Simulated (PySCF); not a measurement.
SCF from a fresh guess for singlet FSeN, at the PBE0 minimum. PySCF input:

```python
from pyscf import gto, scf, dft
mol = gto.M(atom='''
Se    -0.089432     0.000000    -0.277814
N     -1.403872     0.000000     0.618724
F      1.410939     0.000000     0.712579''',
    basis={'Se': 'def2-TZVP', 'N': 'def2-TZVP', 'F': 'def2-TZVP'},
    charge=0, spin=0)
mf = dft.RKS(mol, xc='PBE0')
mf.grids.atom_grid = (50, 194)
aux = {'Se': 'def2-universal-JKFIT', 'N': 'def2-universal-JKFIT', 'F': 'def2-universal-JKFIT'}
mf = mf.density_fit(auxbasis=aux)
mf.conv_tol = 1e-08
mf.diis_space = 10
mf.max_cycle = 60
mf.init_guess = 'minao'
mf.verbose = 4
mf.kernel()
```

Excerpt of the output (cycles and frontier levels):

```
init E= -2555.06820484804
  HOMO = -0.308417424309754  LUMO = -0.155397511431623  gap/eV = 4.16388
cycle= 1 E= -2555.5735198964  delta_E= -0.505  |g|= 0.797  |ddm|= 1.97
  HOMO = -0.24913244914477  LUMO = -0.122400357165816  gap/eV = 3.44856
cycle= 2 E= -2555.1959199035  delta_E= 0.378  |g|= 1.61  |ddm|= 1.37
  HOMO = -0.334477466525596  LUMO = -0.153355824279906  gap/eV = 4.92857
cycle= 3 E= -2555.6710858135  delta_E= -0.475  |g|= 0.253  |ddm|= 0.992
  HOMO = -0.313894273345065  LUMO = -0.13564974488682  gap/eV = 4.85028
cycle= 4 E= -2555.68066335499  delta_E= -0.00958  |g|= 0.152  |ddm|= 0.225
  HOMO = -0.315464938776718  LUMO = -0.135691654977876  gap/eV = 4.89188
cycle= 5 E= -2555.68551385952  delta_E= -0.00485  |g|= 0.0305  |ddm|= 0.0989
  HOMO = -0.317874015639724  LUMO = -0.136353716464505  gap/eV = 4.93942
cycle= 6 E= -2555.68564599985  delta_E= -0.000132  |g|= 0.00222  |ddm|= 0.0145
  HOMO = -0.317958455178604  LUMO = -0.136164335296186  gap/eV = 4.94687
cycle= 7 E= -2555.68564850943  delta_E= -2.51e-06  |g|= 0.00123  |ddm|= 0.00381
  HOMO = -0.317945843362051  LUMO = -0.136122410194503  gap/eV = 4.94767
cycle= 8 E= -2555.68564897736  delta_E= -4.68e-07  |g|= 0.000283  |ddm|= 0.00132
  HOMO = -0.317978131491248  LUMO = -0.136142031437437  gap/eV = 4.94801
cycle= 9 E= -2555.68564900382  delta_E= -2.65e-08  |g|= 5.51e-05  |ddm|= 0.000352
  HOMO = -0.317977738722018  LUMO = -0.13614078155954  gap/eV = 4.94804
cycle= 10 E= -2555.68564900452  delta_E= -6.99e-10  |g|= 1.58e-05  |ddm|= 4.58e-05
  HOMO = -0.317974561582112  LUMO = -0.136137674753122  gap/eV = 4.94803
Extra cycle  E= -2555.68564900412  delta_E= 4.03e-10  |g|= 4.61e-05  |ddm|= 3.67e-05
converged SCF energy = -2555.68564900412
```

No lower solution of this spin was found by a stability analysis within the restricted form, which does not test spin polarisation.

The search for the lowest solution, with the stability check, took 6.2 s on 2 threads of a shared Intel Xeon 6975P-C (Granite Rapids) host, with 110 basis functions; the process peaked at 0.34 GiB.
